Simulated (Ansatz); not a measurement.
`C[SiH](C)[AlH][NH2]` + `BO[SiH3]` → `BO[SiH](C)C` + `[NH2][AlH][SiH3]`  (redistribution)

Gas-phase electronic energies from Ansatz, PBE0-D4/def2-TZVP geometries. CCSD(T)/CBS is the MP2 limit (def2-TZVPP, def2-QZVPP) plus CCSD(T) − MP2 in def2-TZVPP, frozen cores. DFT in def2-TZVPP. B3LYP here is the variant with VWN-RPA as its local correlation; programs differ in this. Each species was taken in one conformer, which may not be the lowest.

Q: Is it downhill or uphill in electronic energy at CCSD(T)/CBS, and by how much? (An estimate is asked.)

A: The calculation gave: Downhill: ΔE = -7.1 kcal/mol.

Q: What do these levels give: B3LYP-D4, ωB97X-V, PBE, PBE0, HF/def2-TZVPP, MP2/def2-TZVPP, CCSD/def2-TZVPP, CCSD(T)/def2-TZVPP, SCS-MP2/def2-QZVPP, HF/CBS(def2), MP2/CBS(def2), CCSD/CBS(def2)? (An estimate is asked.)

A: Computed: B3LYP-D4 -7.3, ωB97X-V -7.4, PBE -7.5, PBE0 -7.6, HF/def2-TZVPP -6.8, MP2/def2-TZVPP -6.5, CCSD/def2-TZVPP -7.2, CCSD(T)/def2-TZVPP -7.1, SCS-MP2/def2-QZVPP -6.2, HF/CBS(def2) -6.8, MP2/CBS(def2) -6.5, CCSD/CBS(def2) -7.2 kcal/mol.

Largest T1 diagnostic among the species: 0.013.
